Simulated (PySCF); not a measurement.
**Cost of excited-state runs on `CCOCCC(=O)O`, C₅H₁₀O₃**

Numbering as in the mapped SMILES `[CH3:1][CH2:2][O:3][CH2:4][CH2:5][C:6](=[O:7])[OH:8]` (H(Xn): hydrogen on atom n).

PySCF with density fitting, on 1 thread of an Intel Xeon Gold 6455B, shared host. Command: `OMP_NUM_THREADS=1 python excited_run.py task.json out`

(1) How long does each of these runs take, and how much memory?
- first hyperpolarisability, CAM-B3LYP/aug-cc-pVDZ; usual settings
- excited states, CAM-B3LYP/def2-TZVP; Tamm-Dancoff; spin-orbit couplings; 6 states; 5 triplets; quadratic response for 4 states
- excited states, CAM-B3LYP/aug-cc-pVDZ; two-photon moments; 8 states; quadratic response for 6 states; 0 triplets

Results:

(1) 
| run | level | basis functions | wall time | peak memory (GiB) |
| --- | --- | --- | --- | --- |
| first hyperpolarisability | CAM-B3LYP/aug-cc-pVDZ | 274 | 49 s | 1.2 |
| excited states | CAM-B3LYP/def2-TZVP | 308 | 64 s | 1.4 |
| excited states | CAM-B3LYP/aug-cc-pVDZ | 274 | 66 s | 1.2 |

Times from a shared host are rough.
